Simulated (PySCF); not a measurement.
C₂H₅O₂, SMILES COC=[OH+], charge +1.

Coordinates come from a B3LYP-D3(BJ)/def2-SVP optimisation. The isomer is the one that the SMILES or the coordinates give; other isomers of the formula were not compared. One conformer was computed; it need not be the lowest.

Calculation: TDA-B3LYP/def2-SVPD (PySCF).

Vertical excitations. Isolated molecule, no solvent. State labels are in the subgroup Cs.

**Question.** Estimate the UV-visible absorptions. (An estimate is asked for; the answer gives what the named calculation found.)

**Answer.** 
| state | symmetry | energy (eV) | λ (nm) | f | main pairs |
|---|---|---|---|---|---|
| S1 | A" | 7.06 | 176 | 0.000 | HOMO−1→LUMO 96 % |
| S2 | A' | 8.07 | 154 | 0.171 | HOMO→LUMO 89 % |
| S3 | A" | 8.63 | 144 | 0.007 | HOMO−2→LUMO 95 % |
| S4 | A" | 8.95 | 139 | 0.007 | HOMO−4→LUMO 95 % |
| S5 | A" | 9.71 | 128 | 0.017 | HOMO→LUMO+1 99 % |
| S6 | A' | 9.97 | 124 | 0.138 | HOMO−3→LUMO 82 % |
| S7 | A' | 10.06 | 123 | 0.003 | HOMO−1→LUMO+1 96 % |
| S8 | A" | 10.63 | 117 | 0.000 | HOMO→LUMO+2 97 % |
| S9 | A' | 10.81 | 115 | 0.035 | HOMO−1→LUMO+2 97 % |
| S10 | A" | 11.29 | 110 | 0.007 | HOMO→LUMO+3 95 % |
| T1 | A' | 5.96 | 208 | 0 | HOMO→LUMO 94 % |
| T2 | A" | 6.61 | 188 | 0 | HOMO−1→LUMO 93 % |
| T3 | A" | 7.89 | 157 | 0 | HOMO−2→LUMO 77 %, HOMO−4→LUMO 21 % |
| T4 | A' | 8.09 | 153 | 0 | HOMO−3→LUMO 83 %, HOMO−5→LUMO 13 % |
Triplets are in the Tamm–Dancoff approximation.
